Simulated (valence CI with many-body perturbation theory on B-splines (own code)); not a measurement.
The numbers below are computed, except where a source is named.
# Hyperfine factors and g values of Bi⁴³⁺

Level of theory: valence CI with perturbative core correlation (CI+MBPT): four valence electrons over a frozen Dirac-Fock core [Kr], a basis of 9 s, 9 p, 10 d, 8 f, 5 g, 3 h, 1 i functions for each j, with the one-electron correlation potential Σ1, the two-electron term Σ2, the three-electron term Σ3, Breit, model QED; selected CI, second order for the rest (own B-spline code, finite nucleus).

The last digits are not significant, and no measured levels were compared; by estimate large intervals hold to a few tenths of a per cent, small ones and those within an open d or f shell to about a per cent. The list stops below the first excitations out of the core. Only levels of the ground parity were solved; by the run's estimate the other parity begins above the list, which can be wrong where configurations are misplaced.

A/g_I is the dipole constant over the nuclear g factor μ/I (μ in nuclear magnetons, uniformly magnetised nucleus), B/Q the quadrupole constant per barn. Both hold the static response of the core; the bare values leave it out. Large factors of s and p1/2 electrons are usually good to 5 to 10 %; those of open d and f shells near neutrality can be off by tens of per cent, and small factors of p3/2, d and f electrons come from cancelling terms and can be off by a factor of two or in sign, in half-filled shells by more. B is blank for J = 1/2, where it vanishes, and for nearly pure S terms. Energies count from the lowest level. Levels with J = 0 are left out.

Levels are named by their leading jj configuration (3d3/2^4 stands for four electrons in 3d with j = 3/2), which in mixed levels can hold well under half, so a name can repeat and another be missing. Letters in brackets count levels of one name in rising energy.

```tsv
Level	E (cm⁻¹)	g	A/g_I (MHz)	A/g_I bare	B/Q (MHz/b)	B/Q bare
(4d3/2^3 4d5/2) J=1	237840	1.496	-4280	-2780	7870	7560
(4d3/2^3 4d5/2) J=4	285060	1.063	25700	25500	1780	1490
(4d3/2^3 4d5/2) J=2	293320	1.201	16900	17300	25600	24800
(4d3/2^3 4d5/2) J=3	305230	1.116	22900	23000	20400	19600
(4d3/2^2 4d5/2^2) J=2 [a]	510140	1.294	5650	6400	14800	14300
(4d3/2^2 4d5/2^2) J=4 [a]	521710	1.145	20200	20400	-10900	-10700
(4d3/2^2 4d5/2^2) J=3 [a]	526240	1.183	16000	16400	3740	3590
(4d3/2^2 4d5/2^2) J=5	543450	1.084	23100	23100	21700	20900
(4d3/2^2 4d5/2^2) J=6	556910	1.071	24700	24600	27400	26400
(4d3/2^2 4d5/2^2) J=1	558410	1.066	27700	27600	3970	3800
(4d3/2^2 4d5/2^2) J=3 [b]	570800	1.064	26600	26500	5340	5160
(4d3/2^2 4d5/2^2) J=4 [b]	574870	1.033	26600	26400	-6210	-5910
(4d3/2^2 4d5/2^2) J=2 [b]	579520	1.076	24200	24200	11900	11500
(4d3/2^2 4d5/2^2) J=2 [c]	625370	0.978	32500	32100	-4250	-4160
(4d3/2^2 4d5/2^2) J=4 [c]	642600	1.182	17700	18000	41500	40100
(4d3/2^2 4d5/2^2) J=2 [d]	687030	1.112	23600	23700	-14700	-14100
(4d3/2 4d5/2^3) J=4 [a]	793830	1.171	16400	16700	-24400	-23600
(4d3/2 4d5/2^3) J=3 [a]	797450	1.208	12200	12600	3210	3180
(4d3/2 4d5/2^3) J=1 [a]	815630	1.015	22500	22200	10400	9960
(4d3/2 4d5/2^3) J=5	822450	1.139	19900	20000	-15700	-15300
(4d3/2 4d5/2^3) J=6	826650	1.084	22800	22800	31800	30900
(4d3/2 4d5/2^3) J=2 [a]	850170	1.063	25900	25800	20300	19500
(4d3/2 4d5/2^3) J=3 [b]	857860	1.088	22900	22900	5360	5310
(4d3/2 4d5/2^3) J=1 [b]	908840	1.404	4100	5250	-17400	-16700
(4d3/2 4d5/2^3) J=3 [c]	910040	1.058	25000	24900	34000	32700
(4d3/2 4d5/2^3) J=4 [b]	914780	1.051	25300	25100	31400	30400
(4d3/2 4d5/2^3) J=2 [b]	926100	1.117	21600	21700	-44100	-42600
(4d5/2^4) J=4	1101700	1.167	16300	16600	-28800	-27800
(4d5/2^4) J=2	1136300	1.118	17200	17300	20900	20100
```

Take the isotope of mass number 207, with I = 9/2, μ = 4.0729 μN, leaving out the quadrupole term. What is the hyperfine structure of (4d3/2^3 4d5/2) J=4?

From the table A = 23200 MHz. Shifts from the centre of gravity in MHz: F = 1/2: -510000, F = 3/2: -476000, F = 5/2: -418000, F = 7/2: -336000, F = 9/2: -232000, F = 11/2: -104000, F = 13/2: 46400, F = 15/2: 220000, F = 17/2: 418000.
